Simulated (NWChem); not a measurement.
Molecule: BH$_{2}$Cl; SMILES BCl

```xyz
4

B      0.0000     0.0000     1.1542
H      0.0000    -1.0601     1.7228
H      0.0000     1.0601     1.7228
Cl     0.0000     0.0000    -0.5841
```
Atoms are numbered in this order, from 1.

Results from NWChem. Pople sets run with spherical d functions. All runs use the structure optimised with PBE0/def2-SVP. GIAO values for the isolated, static molecule; σ is the absolute isotropic shielding, δ = σ(reference) − σ with the isolated reference molecule computed at the same levels (11B: boron trifluoride, 1H: tetramethylsilane).

For level B3LYP/6-31G*:

```
Item         Result
-----------  ------
δ B1 (ppm)     61.0
σ Cl4 (ppm)   636.5
```

Q: What are these values for level PBE0/pcSseg-1?

A: 
- δ B1 (ppm) = 65.1
- σ Cl4 (ppm) = 591.6
